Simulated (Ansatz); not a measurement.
This geometry of H2 + H4HfO4 (11 atoms, charge 0, multiplicity 1) is a first-order saddle point.

Level of theory: Ansatz 0.2.0, RKS PBE0-D4/def2-SVP.

```xyz
11
Properties=species:S:1:pos:R:3
Hf 0.084 0.065 0.142
O 0.626 -0.001 2.241
H 0.066 -0.445 2.889
O 1.761 -0.413 -0.682
H 2.311 -0.645 -1.429
O -0.856 1.069 -1.217
H -1.340 1.780 -1.632
O -1.142 -1.427 0.399
H -1.838 -1.908 -0.052
H 0.020 1.838 1.236
H 0.283 1.137 1.958
```

Question: Which two structures does it join? (They come from a converged band through this point; their orientation in space is the band's.)

Answer: Bonds broken: H10–H11. Bonds formed: Hf1–H10, O2–H11. H2 + H4HfO4 becomes H6HfO4.

Image 0:

```xyz
11
Properties=species:S:1:pos:R:3
Hf -0.302 -0.414 -0.010
O -0.177 -0.055 1.888
H -0.203 0.012 2.839
O 1.475 -0.609 -0.740
H 2.373 -0.651 -1.056
O -1.209 1.053 -0.879
H -1.621 1.815 -1.275
O -1.297 -2.044 -0.290
H -1.777 -2.844 -0.484
H 1.558 2.716 1.915
H 1.153 2.071 1.946
```

Image 6:

```xyz
11
Properties=species:S:1:pos:R:3
Hf -0.014 0.358 -0.011
O 0.803 -0.264 2.127
H 0.033 -0.828 2.325
O 1.723 -0.043 -0.755
H 2.496 -0.477 -1.108
O -1.120 0.966 -1.463
H -1.560 1.353 -2.216
O -1.198 -1.034 0.811
H -1.994 -1.438 0.458
H 0.036 1.968 0.956
H 0.767 0.488 2.730
```

Question: How far does it lie above each of them?

Answer: 1.17 eV above the first and 0.44 eV above the second. This is the barrier of this one path; another mechanism may lie lower. The orbitals stay closed-shell, which can raise the energy where a bond breaks towards radicals; this wasn't checked here.

The run took 5.5 min on 4 threads of Arm Neoverse V1, on a shared host, peak memory 0.29 GiB.
